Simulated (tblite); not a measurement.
Compound: C4H9ClSSi2.
Numbering: `[CH3:1][C:2]#[C:3][SiH2:4][CH2:5][S:6][SiH2:7][Cl:8]` (hydrogens: H9, H10, H11 on C1; H12, H13 on Si4; H14, H15 on C5; H16, H17 on Si7)

Structure optimised with GFN2-xTB, isolated species.

**Question.** List the bond lengths, angles and torsions at this level.

**Answer.** 
| bond | length (Å) |
| --- | --- |
| C1–C2 | 1.444 |
| C2≡C3 | 1.206 |
| C3–Si4 | 1.841 |
| Si4–C5 | 1.908 |
| C5–S6 | 1.834 |
| S6–Si7 | 2.134 |
| Si7–Cl8 | 2.017 |
| C1–H9, C1–H10, C1–H11 | 1.090 |
| Si4–H12, Si4–H13 | 1.466 |
| C5–H14, C5–H15 | 1.088 |
| Si7–H16, Si7–H17 | 1.453 |

Bonds in one row agree within 0.01 Å and their mean is given. A selection of angles:
| angle | degrees |
| --- | --- |
| C2–C1–H9 | 109.9 |
| H9–C1–H10 | 109.0 |
| C1–C2–C3 | 179.6 |
| C2–C3–Si4 | 179.3 |
| C3–Si4–C5 | 104.8 |
| C3–Si4–H12 | 110.0 |
| C3–Si4–H13 | 111.8 |
| C5–Si4–H12 | 109.4 |
| H12–Si4–H13 | 111.4 |
| Si4–C5–S6 | 113.1 |
| Si4–C5–H14 | 111.0 |
| S6–C5–H14 | 104.5 |
| S6–C5–H15 | 107.6 |
| H14–C5–H15 | 107.7 |
| C5–S6–Si7 | 103.3 |
| S6–Si7–Cl8 | 110.8 |
| S6–Si7–H16 | 110.7 |
| S6–Si7–H17 | 104.0 |
| Cl8–Si7–H16 | 107.4 |
| Cl8–Si7–H17 | 110.5 |
| H16–Si7–H17 | 113.6 |

Torsions: C3–Si4–C5–S6 179° (antiperiplanar); Si4–C5–S6–Si7 78° (synclinal); C5–S6–Si7–Cl8 39° (synclinal). The mirror-image conformer, all signs reversed, is as good.

Si4 (SiH2 silicon) is distorted tetrahedral (angles from 104.8° to 111.8°). The C–Si distances run from 1.841 Å (C3–Si4, drawn single) to 1.908 Å (Si4–C5, drawn single), a spread of 0.067 Å. The C–C distances run from 1.206 Å (C2≡C3, drawn triple) to 1.444 Å (C1–C2, drawn single), a spread of 0.238 Å. S6 (sulfur bonded to C and Si) is bent (angle 103.3°). Si7 (chlorine-bound silicon) is distorted tetrahedral (angles from 104.0° to 113.6°). Of the pairs four or more bonds apart, Cl8···H15 is among the closest relative to their van der Waals radii: 2.81 Å, 95 % of the sum of Bondi's values.

Point group: C1 (no symmetry element, even within 0.4 Å). Its lowest GFN2-xTB frequency is 14 cm⁻¹, too small to tell a flat minimum from a shallow saddle. One conformer, not necessarily the lowest. 3 starts were optimised and ended at 0.00, 0.12 and 0.38 kcal/mol (GFN2-xTB); the lowest of these is shown.

All values are computed, not measured.
